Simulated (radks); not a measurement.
The numbers below are computed, except where a source is named.
Radial electron density D(r) = 4 pi r^2 rho(r) of an atom or ion with 46 electrons. Level of theory: scalar-relativistic Kohn-Sham, HCTH/407, spin-polarised, spherical densities, point nucleus (a radial shooting solver on a logarithmic mesh with Libxc functionals).

r (bohr)  D(r) (e/bohr)
0.001598          3.056
0.001846          3.907
0.002132          4.978
0.002443          6.234
0.002821          7.872
0.003258          9.885
0.003762          12.33
0.00431           15.09
0.004978          18.54
0.005749          22.55
0.006587          26.85
0.007607          31.89
0.008785          37.32
0.01015           42.94
0.01162           48.15
0.01342           53.23
0.0155            57.42
0.0179            60.31
0.02051           61.55
0.02369           61.19
0.02736           59.33
0.0316            56.62
0.0362            54.22
0.04181           53.03
0.04828           54.32
0.05531           58.24
0.06388           64.71
0.07378           71.83
0.0852            77.08
0.09761           78.17
0.1127            74.29
0.1302            66.49
0.1504            58.21
0.1723            53.56
0.1989            54.04
0.2298            58.73
0.2632            62.90
0.304             62.22
0.3511            54.15
0.4055            40.98
0.4645            28.64
0.5365            20.23
0.6196            17.89
0.7155            19.27
0.8198            20.63
0.9467            19.84
1.093             16.60
1.263             12.19
1.447             8.211
1.671             4.898
1.93              2.656
2.211             1.368
2.553            0.6189
2.948            0.2499
3.405           0.08528
3.901           0.02511
4.505          0.005348
5.203         0.0008585
6.009         0.0001003

What is the nuclear charge?

Answer. Z = 48. The innermost maximum, from 1s, lies near gamma/Z bohr with gamma = sqrt(1 - (Z/c)^2) = 0.937, here 0.0195 bohr (found: 0.0213), and its height grows with Z. The density is that of the cadmium ion Cd2+ in [Kr] 4d10; the configuration itself is not fixed sharply by these data, and Z only to a few units. D(r) has 4 maxima, at r = 0.0213, 0.0945, 0.281, 0.846 bohr, and minima at 0.0421, 0.182, 0.615 bohr, inside which lie 2.01, 11.14, 28.95 electrons.
